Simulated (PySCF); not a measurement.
N-methyl-N-silylethenamine (C3H9NSi), SMILES C=CN(C)[SiH3].

Geometry: PBE0-D3(BJ)/def2-SVP. The values are those of a single conformer.

These are PBE0-D3(BJ)/def2-SVP run with PySCF values and carry that method's errors.

Frequencies are harmonic and unscaled.

```json
[
 {"mode": "1", "ν (cm⁻¹)": "74", "IR (km/mol)": "0.6", "Raman (Å⁴/amu)": "2.1", "depolarisation": "0.73", "moving atoms (share of kinetic energy)": "H 63 %, C 30 %"},
 {"mode": "2", "ν (cm⁻¹)": "134", "IR (km/mol)": "0.9", "Raman (Å⁴/amu)": "2.7", "depolarisation": "0.73", "moving atoms (share of kinetic energy)": "H 83 %, C 12 %"},
 {"mode": "3", "ν (cm⁻¹)": "171", "IR (km/mol)": "0.4", "Raman (Å⁴/amu)": "1.1", "depolarisation": "0.70", "moving atoms (share of kinetic energy)": "H 78 %, C 15 %"},
 {"mode": "4", "ν (cm⁻¹)": "211", "IR (km/mol)": "5.3", "Raman (Å⁴/amu)": "3.1", "depolarisation": "0.66", "moving atoms (share of kinetic energy)": "N 45 %, H 42 %, C 10 %"},
 {"mode": "5", "ν (cm⁻¹)": "223", "IR (km/mol)": "1.3", "Raman (Å⁴/amu)": "1.6", "depolarisation": "0.65", "moving atoms (share of kinetic energy)": "H 40 %, C 30 %, Si 20 %, N 10 %"},
 {"mode": "6", "ν (cm⁻¹)": "342", "IR (km/mol)": "0.7", "Raman (Å⁴/amu)": "0.7", "depolarisation": "0.75", "moving atoms (share of kinetic energy)": "C 42 %, H 36 %, Si 15 %"},
 {"mode": "7", "ν (cm⁻¹)": "518", "IR (km/mol)": "6.6", "Raman (Å⁴/amu)": "5.3", "depolarisation": "0.74", "moving atoms (share of kinetic energy)": "C 49 %, H 39 %"},
 {"mode": "8", "ν (cm⁻¹)": "659", "IR (km/mol)": "14.3", "Raman (Å⁴/amu)": "12.5", "depolarisation": "0.11", "moving atoms (share of kinetic energy)": "C 40 %, Si 26 %, H 23 %, N 12 %"},
 {"mode": "9", "ν (cm⁻¹)": "678", "IR (km/mol)": "35.4", "Raman (Å⁴/amu)": "3.3", "depolarisation": "0.58", "moving atoms (share of kinetic energy)": "H 77 %, C 17 %"},
 {"mode": "10", "ν (cm⁻¹)": "709", "IR (km/mol)": "19.1", "Raman (Å⁴/amu)": "13.0", "depolarisation": "0.72", "moving atoms (share of kinetic energy)": "H 70 %, N 13 %, C 11 %"},
 {"mode": "11", "ν (cm⁻¹)": "715", "IR (km/mol)": "24.0", "Raman (Å⁴/amu)": "8.2", "depolarisation": "0.75", "moving atoms (share of kinetic energy)": "H 76 %, C 11 %, Si 10 %"},
 {"mode": "12", "ν (cm⁻¹)": "817", "IR (km/mol)": "52.7", "Raman (Å⁴/amu)": "4.6", "depolarisation": "0.75", "moving atoms (share of kinetic energy)": "H 69 %, C 30 %"},
 {"mode": "13", "ν (cm⁻¹)": "920", "IR (km/mol)": "85.4", "Raman (Å⁴/amu)": "14.5", "depolarisation": "0.70", "moving atoms (share of kinetic energy)": "H 95 %"},
 {"mode": "14", "ν (cm⁻¹)": "945", "IR (km/mol)": "243.3", "Raman (Å⁴/amu)": "10.0", "depolarisation": "0.74", "moving atoms (share of kinetic energy)": "H 83 %, Si 10 %"},
 {"mode": "15", "ν (cm⁻¹)": "962", "IR (km/mol)": "26.5", "Raman (Å⁴/amu)": "9.4", "depolarisation": "0.75", "moving atoms (share of kinetic energy)": "H 76 %, C 12 %, N 10 %"},
 {"mode": "16", "ν (cm⁻¹)": "975", "IR (km/mol)": "46.2", "Raman (Å⁴/amu)": "16.3", "depolarisation": "0.75", "moving atoms (share of kinetic energy)": "H 86 %"},
 {"mode": "17", "ν (cm⁻¹)": "1000", "IR (km/mol)": "19.6", "Raman (Å⁴/amu)": "3.6", "depolarisation": "0.69", "moving atoms (share of kinetic energy)": "H 86 %, C 14 %"},
 {"mode": "18", "ν (cm⁻¹)": "1110", "IR (km/mol)": "9.1", "Raman (Å⁴/amu)": "1.1", "depolarisation": "0.72", "moving atoms (share of kinetic energy)": "H 66 %, C 32 %"},
 {"mode": "19", "ν (cm⁻¹)": "1138", "IR (km/mol)": "4.3", "Raman (Å⁴/amu)": "2.6", "depolarisation": "0.63", "moving atoms (share of kinetic energy)": "H 76 %, C 19 %"},
 {"mode": "20", "ν (cm⁻¹)": "1243", "IR (km/mol)": "99.9", "Raman (Å⁴/amu)": "2.8", "depolarisation": "0.18", "moving atoms (share of kinetic energy)": "N 57 %, C 26 %, H 17 %"},
 {"mode": "21", "ν (cm⁻¹)": "1314", "IR (km/mol)": "59.4", "Raman (Å⁴/amu)": "13.6", "depolarisation": "0.51", "moving atoms (share of kinetic energy)": "H 46 %, C 35 %, N 19 %"},
 {"mode": "22", "ν (cm⁻¹)": "1343", "IR (km/mol)": "89.8", "Raman (Å⁴/amu)": "14.2", "depolarisation": "0.27", "moving atoms (share of kinetic energy)": "H 66 %, N 25 %, C 9 %"},
 {"mode": "23", "ν (cm⁻¹)": "1429", "IR (km/mol)": "16.7", "Raman (Å⁴/amu)": "3.5", "depolarisation": "0.68", "moving atoms (share of kinetic energy)": "H 78 %, C 19 %"},
 {"mode": "24", "ν (cm⁻¹)": "1450", "IR (km/mol)": "8.3", "Raman (Å⁴/amu)": "14.4", "depolarisation": "0.74", "moving atoms (share of kinetic energy)": "H 83 %, C 13 %"},
 {"mode": "25", "ν (cm⁻¹)": "1464", "IR (km/mol)": "11.2", "Raman (Å⁴/amu)": "19.8", "depolarisation": "0.71", "moving atoms (share of kinetic energy)": "H 94 %"},
 {"mode": "26", "ν (cm⁻¹)": "1492", "IR (km/mol)": "34.4", "Raman (Å⁴/amu)": "18.4", "depolarisation": "0.73", "moving atoms (share of kinetic energy)": "H 95 %"},
 {"mode": "27", "ν (cm⁻¹)": "1723", "IR (km/mol)": "185.3", "Raman (Å⁴/amu)": "36.7", "depolarisation": "0.24", "moving atoms (share of kinetic energy)": "C 84 %, H 12 %"},
 {"mode": "28", "ν (cm⁻¹)": "2213", "IR (km/mol)": "124.2", "Raman (Å⁴/amu)": "118.3", "depolarisation": "0.29", "moving atoms (share of kinetic energy)": "H 96 %"},
 {"mode": "29", "ν (cm⁻¹)": "2239", "IR (km/mol)": "82.1", "Raman (Å⁴/amu)": "157.3", "depolarisation": "0.08", "moving atoms (share of kinetic energy)": "H 98 %"},
 {"mode": "30", "ν (cm⁻¹)": "2252", "IR (km/mol)": "103.8", "Raman (Å⁴/amu)": "89.7", "depolarisation": "0.48", "moving atoms (share of kinetic energy)": "H 96 %"},
 {"mode": "31", "ν (cm⁻¹)": "3020", "IR (km/mol)": "83.4", "Raman (Å⁴/amu)": "185.3", "depolarisation": "0.07", "moving atoms (share of kinetic energy)": "H 97 %"},
 {"mode": "32", "ν (cm⁻¹)": "3095", "IR (km/mol)": "29.8", "Raman (Å⁴/amu)": "115.1", "depolarisation": "0.71", "moving atoms (share of kinetic energy)": "H 90 %, C 10 %"},
 {"mode": "33", "ν (cm⁻¹)": "3158", "IR (km/mol)": "2.0", "Raman (Å⁴/amu)": "41.7", "depolarisation": "0.53", "moving atoms (share of kinetic energy)": "H 91 %, C 9 %"},
 {"mode": "34", "ν (cm⁻¹)": "3161", "IR (km/mol)": "25.6", "Raman (Å⁴/amu)": "69.2", "depolarisation": "0.58", "moving atoms (share of kinetic energy)": "H 92 %"},
 {"mode": "35", "ν (cm⁻¹)": "3176", "IR (km/mol)": "1.8", "Raman (Å⁴/amu)": "130.7", "depolarisation": "0.13", "moving atoms (share of kinetic energy)": "H 94 %"},
 {"mode": "36", "ν (cm⁻¹)": "3283", "IR (km/mol)": "5.0", "Raman (Å⁴/amu)": "79.2", "depolarisation": "0.53", "moving atoms (share of kinetic energy)": "H 89 %, C 10 %"}
]
```
